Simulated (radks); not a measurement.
All-electron atom: W4+ in [Kr] 4d10 4f14 5s1.5 5p6 5d2 6s0.5 (fractional occupations, a model configuration).

Method: scalar-relativistic Kohn-Sham, PBE, spin-unpolarised, spherical densities, finite nucleus; Fermi nuclear charge, rms radius 5.3658 fm; computed with a radial shooting solver on a logarithmic mesh with Libxc functionals.

Energy parts (eV):
part                       energy
total                  -439061.80
kinetic                 483612.90
electron-nucleus      -1082127.81
Hartree                 168191.78
exchange-correlation     -8738.67

Orbitals (lengths in bohr, moments of r in powers of bohr; r(90%) holds 90 % of the orbital's charge):
| orbital | occ. | eigenvalue (eV) | <r^2> | r(90%) |
|---|---|---|---|---|
| 1s | 2 | -69518.68 | 0.0004631 | 0.0334 |
| 2s | 2 | -12039.46 | 0.007121 | 0.120 |
| 2p | 6 | -10537.65 | 0.005891 | 0.113 |
| 3s | 2 | -2809.614 | 0.04622 | 0.295 |
| 3p | 6 | -2364.652 | 0.04698 | 0.301 |
| 3d | 10 | -1852.203 | 0.03897 | 0.283 |
| 4s | 2 | -617.6157 | 0.2282 | 0.645 |
| 4p | 6 | -471.6243 | 0.2599 | 0.695 |
| 4d | 10 | -286.3591 | 0.3028 | 0.766 |
| 5s | 1.5 | -125.6030 | 1.244 | 1.51 |
| 5p | 6 | -88.7284 | 1.654 | 1.75 |
| 4f | 14 | -80.9112 | 0.4517 | 0.995 |
| 5d | 2 | -45.7447 | 3.031 | 2.43 |
| 6s | 0.5 | -39.4107 | 6.534 | 3.43 |
| 6p | 0 | -30.4929 | 9.069 | 4.04 |
| 6d | 0 | -19.7261 | 16.22 | 5.40 |
| 5f | 0 | -18.0287 | 12.25 | 4.87 |

The highest occupied level is 6s at -39.411 eV. Summed over all electrons, <r^2> = 33.30 bohr^2, which gives a Langevin (diamagnetic) susceptibility term of -26.4 x 10^-6 cm^3/mol.
